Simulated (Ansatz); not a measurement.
**Match the barriers**

Saddle point of Si$_{3}$H$_{9}$O, doublet (Si₂H₆O ([SiH3][O][SiH3]) + SiH₃ → Si₂H₅O ([SiH2][O][SiH3]) + SiH₄; bonds formed: H1–Si5; bonds broken: H1–Si2), PBE0-D4/def2-TZVP structure:

```csv
atom,x (Å),y (Å),z (Å)
H1,0.7298,-1.0924,-0.4404
Si2,1.3438,-0.5619,1.1488
O3,0.3444,0.6986,1.4441
Si4,-0.9113,1.6375,0.9808
Si5,-0.2013,-1.1867,-1.9450
H6,2.7481,-0.0658,1.1011
H7,1.1853,-1.5724,2.2326
H8,-2.0547,0.7892,0.5501
H9,-1.3184,2.4704,2.1389
H10,-0.5064,2.5147,-0.1480
H11,-0.7422,0.1628,-2.2651
H12,-1.3191,-2.1513,-1.7621
H13,0.7019,-1.6428,-3.0362
```

Ansatz 0.2.0; basis: def2-TZVPP, with def2-QZVPP for the basis limit; cores frozen in the correlated methods; orbitals are unrestricted. Extrapolation: Hartree–Fock as exp(−7.88 √X), correlation as X^−2.97. Four methods, as single points on the PBE0-D4 structures, gave these electronic barriers from the start structure: 5.92, 8.89, 12.80, 21.07 kcal/mol.

(1) The methods were, in alphabetical order, BHLYP-D4, HF, PBE-D4, PBE0-D4. Which gave which? (A judgement: the text doesn't fix the answer.)

The T1 diagnostic stays at or below 0.015. ⟨S²⟩ of the unrestricted Hartree–Fock references: 0.75 to 0.78 (a pure state has 0.75).

## Answers

(1) Computed: PBE-D4 5.92; PBE0-D4 8.89; BHLYP-D4 12.80; HF 21.07 kcal/mol. For comparison, CCSD(T) at an estimated basis limit (MP2 extrapolated from triple and quadruple zeta, plus CCSD(T) − MP2 in triple zeta) gives 13.13 kcal/mol.

Radical steps of this kind take place in plasma deposition and etching.

Labels in which every atom is bracketed show which atoms are joined, not bond orders.

For scale, one of the runs: CCSD(T)/def2-TZVPP, 283 basis functions, launched by `ansatz run in.yaml --threads 4 --pin off --events-out ev --progress --plain --max-ram 46080MiB --backend cuda --devices 0, --max-vram 37GiB`. Hardware: 4 CPU threads of an AMD EPYC 7R13 and a share of one NVIDIA H100, shared host. Wall time 47 s; peak host memory 1.2 GiB.
